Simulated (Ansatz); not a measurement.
O₄W (SMILES [O]=[W-2](=[O])(=[O])=[O]), charge -2, singlet, geometry from GFN2-xTB (such geometries of metal compounds can be far from the true shape) (core potentials on W) (a gas-phase anion, which may not be bound at this level); HF/def2-SVP in Ansatz (a first-principles code).

Here is a job for Ansatz.
Ansatz 0.2 input:
```yaml
crystal:
  periodic: [false, false, false]
  atoms:
    - {symbol: W, position_ang: [0.00000000, -0.00000000, -0.00000000]}
    - {symbol: O, position_ang: [1.22151270, 0.75059407, -1.05310996]}
    - {symbol: O, position_ang: [0.81207991, -0.92511978, 1.28421374]}
    - {symbol: O, position_ang: [-1.02182507, -1.09275821, -0.96243355]}
    - {symbol: O, position_ang: [-1.01176754, 1.26728392, 0.73132977]}
basis:
  gaussian:
    orbitals: def2-SVP
hamiltonian:
  xc: hf
total_charge: -2
```

### Question
Write the output that Ansatz gives for this input, abridged.

### Answer

```
Functional definition: HF
821 factors; integrals over basis functions are off by at most 7.4e-4 eV
mean field evaluation 1: about -9939.7780 eV, gradient 6.5e1 eV
mean field evaluation 2: about -9940.2829 eV, gradient 6.6e1 eV
mean field evaluation 4: about -9948.9511 eV, gradient 3.5e0 eV
mean field evaluation 8: about -9949.0308 eV, gradient 3.1e-1 eV
mean field -9949.03113360 eV, -365.6201504642 hartree, gradient 2.4e-5 eV, S^2 0.000000; 0 other end points of the search recorded, 0 dependent functions left out
reference -9949.03113360 eV, -365.6201504642 hartree; 24, 24 occupied and 64, 64 virtual orbitals, 821 factors
Total energy: -9949.03113360 eV, -365.6201504642 hartree
```
